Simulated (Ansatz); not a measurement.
Ansatz (an electronic-structure program) input:

Ansatz 0.2 input:
```yaml
crystal:
  periodic: [false, false, false]
  atoms:
    - {symbol: C, position_ang: [2.56405551, 0.00147510, -0.37073171]}
    - {symbol: C, position_ang: [1.28385864, -0.67189087, 0.04013884]}
    - {symbol: C, position_ang: [0.00680561, -0.10869235, -0.00436191]}
    - {symbol: C, position_ang: [-0.10158045, 1.41005293, -0.02715312]}
    - {symbol: C, position_ang: [-1.20294487, -0.80754604, -0.00223664]}
    - {symbol: C, position_ang: [-2.52489465, -0.19737255, 0.36477398]}
    - {symbol: H, position_ang: [3.42446742, -0.61489704, -0.08194315]}
    - {symbol: H, position_ang: [2.68814825, 0.18740015, -1.46378721]}
    - {symbol: H, position_ang: [2.72823080, 0.97824327, 0.10519388]}
    - {symbol: H, position_ang: [1.32794762, -1.76050373, 0.05825488]}
    - {symbol: H, position_ang: [-0.73744236, 1.75082282, -0.85139768]}
    - {symbol: H, position_ang: [0.86900588, 1.89344354, -0.13391623]}
    - {symbol: H, position_ang: [-0.55754326, 1.78597481, 0.89657033]}
    - {symbol: H, position_ang: [-1.14759530, -1.89245433, 0.07759667]}
    - {symbol: H, position_ang: [-2.73796500, 0.73520136, -0.17646169]}
    - {symbol: H, position_ang: [-2.66070318, 0.06184178, 1.44336034]}
    - {symbol: H, position_ang: [-3.34834960, -0.88122991, 0.12395321]}
basis:
  gaussian:
    orbitals: def2-TZVPD
hamiltonian:
  xc: {name: B2PLYP}
total_charge: -1
magnetization: {spin_polarized: false}
correlation: {electrons: outside_noble_gas}
```

### Question
Predict the final energy.

### Answer
-235.05047 Eh (B2PLYP/def2-TZVPD). The basis has 321 functions.

It need not be the lowest isomer of its formula. Whether it binds its extra electron was not tested at this geometry.
